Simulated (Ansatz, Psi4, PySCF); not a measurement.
Cl$_{2}$Sn, charge -1, doublet, at a GFN2-xTB geometry (such geometries of metal compounds can be far from the true shape) (a state made from the parent by changing its charge; the spin is typed, not shown lowest) (core potentials on Sn). Base run: WB97X-V/def2-SVP (PySCF).

Input for PySCF:
```python
from pyscf import gto, scf, dft

mol = gto.Mole()
mol.atom = '''
    Sn    0.01076359   -0.01024665    0.63912643
    Cl    1.23230621    1.55893049   -0.93616015
    Cl   -1.26396382   -1.52879329   -0.94362347
'''
mol.basis = 'def2-svp'
mol.ecp = {'Sn': 'def2-svp'}
mol.charge = -1
mol.spin = 1
mol.verbose = 4
mol.build()

mf = dft.UKS(mol)
mf.xc = 'wb97x_v'
mf.kernel()
```

The same geometry, method and basis name were run in Ansatz (an electronic-structure program) and Psi4 and PySCF, at each program's defaults and at the settings that a row names. The base is PySCF at its defaults. Differences at the defaults can come from grids, fitting, cores and function types together.

| code and settings | ΔE vs base (µEh) | basis functions | E (Eh) | SCF cycles |
|---|---|---|---|---|
| PySCF, defaults (exact integrals, its default grid, spherical functions) | 0.0 | 62 | -1134.40074 | 11 |
| Psi4, defaults (density fitting with its default set, its default grid, spherical functions) | -11.1 | 62 | -1134.40075 | 9 |
| Ansatz, defaults (factorised integrals, its default grid, spherical functions) | -2.0 | 62 | -1134.40075 | - |
| PySCF, density fitting with def2-universal-jkfit | -13.2 | 62 | -1134.40076 | 11 |
| PySCF, fine grid | -1.2 | 62 | -1134.40074 | 11 |
| Psi4, exact integrals, spherical functions, fine grid | -5.0 | 62 | -1134.40075 | 13 |
| Ansatz, high accuracy | -3.1 | 62 | -1134.40075 | - |

Open shells are given as the SCF converged; they aren't shown to be the lowest states, and a large step between rows can be another state.
